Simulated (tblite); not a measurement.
A geometry optimisation, step by step.

Compound: C6H10F2O2.
Atom-mapped SMILES: `[CH3:1][CH2:2][C@@H:3]([O:4][CH3:5])[C@H:6]([F:7])[C:8](=[O:9])[F:10]` (hydrogens: H11, H12, H13 on C1; H14, H15 on C2; H16 on C3; H17, H18, H19 on C5; H20 on C6)

Computed with GFN2-xTB (tblite), gas phase: L-BFGS steps from a force-field or distance-geometry start until the largest atomic force falls under 0.01 eV/Å. 4 of its 146 geometries are shown.

Step 0: E = -965.6958 eV, largest atomic force 5.978 eV/Å
```
atom  x, y, z in Å  |  force x, y, z in eV/Å
C1      1.801   -1.177   -0.135    0.578  -0.713   0.585
C2      0.750   -0.573    0.808    2.358  -0.536   1.898
C3     -0.213    0.309    0.133   -0.866   1.871   1.079
O4      0.466    1.387   -0.475   -0.166  -0.318   0.019
C5      0.013    2.566    0.117    0.530   1.201  -0.896
C6     -1.056   -0.447   -0.844    0.868  -0.270  -1.789
F7     -1.973    0.391   -1.508    0.815  -0.822   0.741
C8     -1.794   -1.542   -0.205   -5.975   0.007  -0.187
O9     -3.032   -1.464   -0.241    3.271  -0.782   0.515
F10    -1.281   -2.632    0.399    0.541   0.647  -0.477
H11     1.605   -0.934   -1.184    0.195  -0.353   0.369
H12     2.803   -0.791    0.142   -0.589  -0.256  -0.447
H13     1.802   -2.268    0.104    0.207   0.743  -0.889
H14     1.389    0.013    1.560   -1.297  -0.421  -0.697
H15     0.283   -1.392    1.372   -0.052   0.487  -0.060
H16    -0.906    0.804    0.883    0.292  -0.904  -0.382
H17     0.206    2.564    1.199    0.083   0.272  -0.206
H18     0.563    3.372   -0.420   -0.326  -0.324   0.640
H19    -1.056    2.684   -0.083   -0.054   0.224   0.113
H20    -0.374   -0.859   -1.627   -0.412   0.247   0.069
```

Step 48: E = -966.7868 eV, largest atomic force 0.148 eV/Å
```
atom  x, y, z in Å  |  force x, y, z in eV/Å
C1      1.856   -1.133   -0.036    0.038   0.029  -0.007
C2      0.783   -0.662    0.941   -0.031   0.001   0.050
C3     -0.225    0.276    0.272    0.038   0.020  -0.098
O4      0.491    1.313   -0.347    0.023   0.094  -0.076
C5     -0.008    2.607   -0.104   -0.025   0.033  -0.008
C6     -1.085   -0.442   -0.809   -0.045  -0.050   0.017
F7     -1.959    0.478   -1.341    0.002  -0.057   0.021
C8     -1.876   -1.554   -0.179   -0.045  -0.084   0.000
O9     -2.882   -1.523    0.431    0.098   0.019  -0.081
F10    -1.224   -2.743   -0.353   -0.029   0.030   0.031
H11     2.090   -0.317   -0.715    0.057  -0.050  -0.028
H12     2.770   -1.411    0.488   -0.144  -0.034  -0.001
H13     1.507   -1.992   -0.604    0.047   0.015  -0.031
H14     1.238   -0.081    1.743    0.098  -0.044   0.051
H15     0.270   -1.514    1.381   -0.052  -0.047   0.116
H16    -0.932    0.687    1.010    0.084  -0.087   0.019
H17     0.170    2.888    0.943   -0.079   0.082  -0.070
H18     0.536    3.280   -0.766    0.032  -0.032   0.053
H19    -1.074    2.664   -0.335   -0.027   0.094   0.036
H20    -0.452   -0.811   -1.624   -0.038   0.069   0.006
```

Step 97: E = -966.8487 eV, largest atomic force 0.058 eV/Å
```
atom  x, y, z in Å  |  force x, y, z in eV/Å
C1      1.794   -1.243   -0.042    0.011   0.002   0.010
C2      0.817   -0.661    0.974   -0.012   0.008   0.014
C3     -0.179    0.327    0.352   -0.003  -0.004  -0.007
O4      0.552    1.373   -0.229    0.036  -0.009  -0.004
C5     -0.066    2.642   -0.216    0.005   0.002  -0.004
C6     -1.098   -0.346   -0.715   -0.011   0.006  -0.009
F7     -2.112    0.528   -1.041    0.013   0.023   0.004
C8     -1.748   -1.599   -0.197   -0.010   0.009   0.033
O9     -2.756   -1.723    0.398    0.025  -0.017   0.010
F10    -0.993   -2.695   -0.492   -0.019  -0.010  -0.004
H11     2.255   -0.435   -0.604   -0.024  -0.037  -0.004
H12     2.574   -1.798    0.475   -0.031   0.019  -0.012
H13     1.295   -1.923   -0.728    0.051   0.027   0.004
H14     1.381   -0.102    1.723   -0.001  -0.006   0.006
H15     0.270   -1.454    1.488   -0.001  -0.016  -0.023
H16    -0.848    0.716    1.136   -0.003  -0.003   0.001
H17    -0.248    2.977    0.811   -0.022  -0.007   0.012
H18     0.638    3.319   -0.696    0.010  -0.003  -0.005
H19    -1.007    2.645   -0.769   -0.023   0.018  -0.016
H20    -0.530   -0.537   -1.632    0.010  -0.001  -0.005
```

Step 145: E = -966.8593 eV, largest atomic force 0.008 eV/Å
```
atom  x, y, z in Å  |  force x, y, z in eV/Å
C1      1.794   -1.236   -0.036    0.005   0.005   0.000
C2      0.805   -0.693    0.991    0.003  -0.002   0.000
C3     -0.166    0.338    0.403    0.003   0.000   0.002
O4      0.597    1.373   -0.150    0.003   0.000   0.002
C5     -0.062    2.610   -0.313    0.003   0.000   0.002
C6     -1.127   -0.288   -0.656    0.002  -0.001   0.003
F7     -2.182    0.574   -0.861    0.001   0.001  -0.005
C8     -1.704   -1.590   -0.165    0.006   0.002   0.001
O9     -2.602   -1.777    0.571   -0.006   0.003  -0.001
F10    -1.021   -2.648   -0.685    0.001  -0.001   0.000
H11     2.278   -0.409   -0.547   -0.002   0.002  -0.001
H12     2.554   -1.828    0.466   -0.007  -0.001  -0.003
H13     1.304   -1.868   -0.770    0.001   0.000   0.000
H14     1.362   -0.185    1.780    0.001  -0.001  -0.002
H15     0.239   -1.506    1.449   -0.003   0.000  -0.002
H16    -0.817    0.726    1.204   -0.003  -0.001   0.002
H17    -0.547    2.922    0.619   -0.006   0.003   0.004
H18     0.714    3.327   -0.576    0.003   0.000  -0.004
H19    -0.810    2.578   -1.109   -0.002  -0.006  -0.002
H20    -0.614   -0.410   -1.616   -0.004  -0.002   0.002
```

Problem. Summarise the path.

Solution. The energy falls by 1.1634 eV from step 0 to step 145; nine tenths of that is first reached at step 42. It rises by more than 0.2 meV at step 35. The largest force goes from 5.978 to 0.008 eV/Å. Among the bonds C3–C6 changes most (a near tie, within 0.001 Å, with another), from 1.496 to 1.560 Å; the atoms move by 0.687 Å rms after alignment.

Problem. Follow the three bonds and two angles with the largest change from start to end.

Solution. 
```json
{"step": "0", "E above end (eV)": "1.1634", "largest force (eV/Å)": "5.978", "C3–C6 (Å)": "1.496", "C2–C3 (Å)": "1.470", "C8=O9 (Å)": "1.240", "C6–C8–F10 (°)": "127.4", "C6–C8–O9 (°)": "116.3"}
{"step": "6", "E above end (eV)": "0.3162", "largest force (eV/Å)": "0.424", "C3–C6 (Å)": "1.554", "C2–C3 (Å)": "1.524", "C8=O9 (Å)": "1.177", "C6–C8–F10 (°)": "111.4", "C6–C8–O9 (°)": "128.7"}
{"step": "13", "E above end (eV)": "0.2302", "largest force (eV/Å)": "0.159", "C3–C6 (Å)": "1.557", "C2–C3 (Å)": "1.535", "C8=O9 (Å)": "1.174", "C6–C8–F10 (°)": "110.6", "C6–C8–O9 (°)": "130.2"}
{"step": "19", "E above end (eV)": "0.2143", "largest force (eV/Å)": "0.112", "C3–C6 (Å)": "1.562", "C2–C3 (Å)": "1.536", "C8=O9 (Å)": "1.175", "C6–C8–F10 (°)": "109.9", "C6–C8–O9 (°)": "130.1"}
{"step": "25", "E above end (eV)": "0.2021", "largest force (eV/Å)": "0.116", "C3–C6 (Å)": "1.556", "C2–C3 (Å)": "1.535", "C8=O9 (Å)": "1.176", "C6–C8–F10 (°)": "110.4", "C6–C8–O9 (°)": "129.8"}
{"step": "32", "E above end (eV)": "0.1761", "largest force (eV/Å)": "0.250", "C3–C6 (Å)": "1.558", "C2–C3 (Å)": "1.535", "C8=O9 (Å)": "1.176", "C6–C8–F10 (°)": "111.3", "C6–C8–O9 (°)": "128.6"}
{"step": "38", "E above end (eV)": "0.1425", "largest force (eV/Å)": "0.485", "C3–C6 (Å)": "1.560", "C2–C3 (Å)": "1.533", "C8=O9 (Å)": "1.180", "C6–C8–F10 (°)": "110.5", "C6–C8–O9 (°)": "129.7"}
{"step": "44", "E above end (eV)": "0.0989", "largest force (eV/Å)": "0.202", "C3–C6 (Å)": "1.561", "C2–C3 (Å)": "1.532", "C8=O9 (Å)": "1.174", "C6–C8–F10 (°)": "109.3", "C6–C8–O9 (°)": "130.7"}
{"step": "50", "E above end (eV)": "0.0630", "largest force (eV/Å)": "0.166", "C3–C6 (Å)": "1.553", "C2–C3 (Å)": "1.533", "C8=O9 (Å)": "1.175", "C6–C8–F10 (°)": "110.0", "C6–C8–O9 (°)": "130.1"}
{"step": "57", "E above end (eV)": "0.0478", "largest force (eV/Å)": "0.085", "C3–C6 (Å)": "1.559", "C2–C3 (Å)": "1.533", "C8=O9 (Å)": "1.176", "C6–C8–F10 (°)": "111.0", "C6–C8–O9 (°)": "129.2"}
{"step": "63", "E above end (eV)": "0.0383", "largest force (eV/Å)": "0.092", "C3–C6 (Å)": "1.561", "C2–C3 (Å)": "1.536", "C8=O9 (Å)": "1.177", "C6–C8–F10 (°)": "110.8", "C6–C8–O9 (°)": "129.2"}
{"step": "69", "E above end (eV)": "0.0311", "largest force (eV/Å)": "0.064", "C3–C6 (Å)": "1.561", "C2–C3 (Å)": "1.534", "C8=O9 (Å)": "1.177", "C6–C8–F10 (°)": "110.8", "C6–C8–O9 (°)": "129.3"}
{"step": "76", "E above end (eV)": "0.0254", "largest force (eV/Å)": "0.076", "C3–C6 (Å)": "1.559", "C2–C3 (Å)": "1.534", "C8=O9 (Å)": "1.176", "C6–C8–F10 (°)": "110.4", "C6–C8–O9 (°)": "129.6"}
{"step": "82", "E above end (eV)": "0.0218", "largest force (eV/Å)": "0.065", "C3–C6 (Å)": "1.560", "C2–C3 (Å)": "1.534", "C8=O9 (Å)": "1.176", "C6–C8–F10 (°)": "110.5", "C6–C8–O9 (°)": "129.7"}
{"step": "88", "E above end (eV)": "0.0172", "largest force (eV/Å)": "0.063", "C3–C6 (Å)": "1.561", "C2–C3 (Å)": "1.532", "C8=O9 (Å)": "1.177", "C6–C8–F10 (°)": "111.0", "C6–C8–O9 (°)": "129.1"}
{"step": "95", "E above end (eV)": "0.0120", "largest force (eV/Å)": "0.068", "C3–C6 (Å)": "1.562", "C2–C3 (Å)": "1.535", "C8=O9 (Å)": "1.177", "C6–C8–F10 (°)": "110.9", "C6–C8–O9 (°)": "129.0"}
{"step": "101", "E above end (eV)": "0.0093", "largest force (eV/Å)": "0.037", "C3–C6 (Å)": "1.560", "C2–C3 (Å)": "1.534", "C8=O9 (Å)": "1.176", "C6–C8–F10 (°)": "110.8", "C6–C8–O9 (°)": "129.6"}
{"step": "107", "E above end (eV)": "0.0076", "largest force (eV/Å)": "0.055", "C3–C6 (Å)": "1.561", "C2–C3 (Å)": "1.534", "C8=O9 (Å)": "1.176", "C6–C8–F10 (°)": "110.8", "C6–C8–O9 (°)": "129.4"}
{"step": "113", "E above end (eV)": "0.0037", "largest force (eV/Å)": "0.074", "C3–C6 (Å)": "1.559", "C2–C3 (Å)": "1.535", "C8=O9 (Å)": "1.177", "C6–C8–F10 (°)": "110.9", "C6–C8–O9 (°)": "129.0"}
{"step": "120", "E above end (eV)": "0.0011", "largest force (eV/Å)": "0.032", "C3–C6 (Å)": "1.559", "C2–C3 (Å)": "1.534", "C8=O9 (Å)": "1.176", "C6–C8–F10 (°)": "110.9", "C6–C8–O9 (°)": "129.2"}
{"step": "126", "E above end (eV)": "0.0006", "largest force (eV/Å)": "0.013", "C3–C6 (Å)": "1.560", "C2–C3 (Å)": "1.534", "C8=O9 (Å)": "1.176", "C6–C8–F10 (°)": "110.9", "C6–C8–O9 (°)": "129.3"}
{"step": "132", "E above end (eV)": "0.0005", "largest force (eV/Å)": "0.015", "C3–C6 (Å)": "1.560", "C2–C3 (Å)": "1.534", "C8=O9 (Å)": "1.176", "C6–C8–F10 (°)": "110.9", "C6–C8–O9 (°)": "129.3"}
{"step": "139", "E above end (eV)": "0.0002", "largest force (eV/Å)": "0.017", "C3–C6 (Å)": "1.560", "C2–C3 (Å)": "1.534", "C8=O9 (Å)": "1.176", "C6–C8–F10 (°)": "110.8", "C6–C8–O9 (°)": "129.4"}
{"step": "145", "E above end (eV)": "0.0000", "largest force (eV/Å)": "0.008", "C3–C6 (Å)": "1.560", "C2–C3 (Å)": "1.534", "C8=O9 (Å)": "1.176", "C6–C8–F10 (°)": "110.8", "C6–C8–O9 (°)": "129.3"}
```
